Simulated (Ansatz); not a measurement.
`Cc1csc(-c2sc(-c3sc(-c4sc(-c5sc(-c6sccc6C)cc5C)cc4C)cc3C)cc2C)c1`. Total charge 0; triplet. Geometry r2SCAN-D4/def2-SVP, that of the neutral singlet.

```xyz
62

C     9.568   -3.948   -5.531
C     8.106   -3.916   -5.198
C     7.123   -4.545   -5.933
S     5.550   -4.302   -5.270
C     6.180   -3.309   -3.976
C     5.293   -2.732   -2.994
S     3.637   -2.389   -3.417
C     3.265   -1.797   -1.815
C     1.964   -1.310   -1.446
S     1.755   -0.624    0.149
C     0.061   -0.291   -0.125
C    -0.781    0.328    0.860
S    -2.446    0.659    0.440
C    -2.792    1.348    2.008
C    -4.082    1.874    2.361
S    -4.273    2.642    3.922
C    -5.962    2.971    3.643
C    -6.758    3.631    4.651
S    -6.319    3.502    6.337
C    -7.632    4.499    6.821
C    -8.383    4.904    5.743
C    -7.899    4.421    4.492
C    -8.532    4.762    3.177
C    -6.331    2.514    2.385
C    -5.288    1.897    1.650
C    -5.488    1.330    0.277
C    -1.645    1.308    2.795
C    -0.510    0.742    2.171
C     0.815    0.610    2.858
C    -0.291   -0.703   -1.408
C     0.759   -1.275   -2.161
C     0.576   -1.778   -3.561
C     4.406   -1.863   -1.020
C     5.552   -2.386   -1.664
C     6.869   -2.574   -0.975
C     7.561   -3.212   -4.084
H    10.157   -4.384   -4.707
H     9.760   -4.543   -6.435
H     9.959   -2.932   -5.705
H     7.245   -5.146   -6.835
H    -7.781    4.732    7.876
H    -9.261    5.548    5.834
H    -9.198    3.956    2.820
H    -7.772    4.927    2.396
H    -9.142    5.673    3.266
H    -7.352    2.583    2.007
H    -6.538    1.433   -0.031
H    -4.865    1.844   -0.475
H    -5.225    0.260    0.232
H    -1.627    1.685    3.821
H     1.607    1.169    2.330
H     1.145   -0.441    2.910
H     0.757    0.998    3.885
H    -1.305   -0.595   -1.799
H    -0.474   -1.678   -3.870
H     0.857   -2.840   -3.654
H     1.195   -1.218   -4.282
H     4.406   -1.552    0.028
H     7.569   -1.749   -1.198
H     6.734   -2.602    0.117
H     7.357   -3.509   -1.291
H     8.166   -2.611   -3.404
```

Single mean-field runs in def2-SVP are fitted with def2-universal-jkfit. At PBE0-D4/def2-SVP a singlet of charge 0 lies 1.72 eV below the triplet at the same geometry.

(1) Estimate the α-spin orbital energies around the gap (eV) in Ansatz with PBE-D4/def2-SVP, PBE0-D4/def2-SVP.

Answers

(1) 
```json
{"orbital": "HOMO−5", "PBE-D4/def2-SVP": "-5.98", "PBE0-D4/def2-SVP": "-7.12"}
{"orbital": "HOMO−4", "PBE-D4/def2-SVP": "-5.95", "PBE0-D4/def2-SVP": "-7.09"}
{"orbital": "HOMO−3", "PBE-D4/def2-SVP": "-5.58", "PBE0-D4/def2-SVP": "-6.69"}
{"orbital": "HOMO−2", "PBE-D4/def2-SVP": "-4.94", "PBE0-D4/def2-SVP": "-5.89"}
{"orbital": "HOMO−1", "PBE-D4/def2-SVP": "-4.40", "PBE0-D4/def2-SVP": "-5.30"}
{"orbital": "HOMO", "PBE-D4/def2-SVP": "-2.69", "PBE0-D4/def2-SVP": "-3.25"}
{"orbital": "LUMO", "PBE-D4/def2-SVP": "-2.10", "PBE0-D4/def2-SVP": "-1.65"}
{"orbital": "LUMO+1", "PBE-D4/def2-SVP": "-1.55", "PBE0-D4/def2-SVP": "-0.96"}
{"orbital": "LUMO+2", "PBE-D4/def2-SVP": "-1.08", "PBE0-D4/def2-SVP": "-0.35"}
{"orbital": "LUMO+3", "PBE-D4/def2-SVP": "-0.73", "PBE0-D4/def2-SVP": "0.12"}
{"orbital": "LUMO+4", "PBE-D4/def2-SVP": "-0.51", "PBE0-D4/def2-SVP": "0.42"}
{"orbital": "LUMO+5", "PBE-D4/def2-SVP": "-0.33", "PBE0-D4/def2-SVP": "0.61"}
{"orbital": "β HOMO", "PBE-D4/def2-SVP": "-4.75", "PBE0-D4/def2-SVP": "-5.45"}
{"orbital": "β LUMO", "PBE-D4/def2-SVP": "-4.08", "PBE0-D4/def2-SVP": "-3.75"}
```
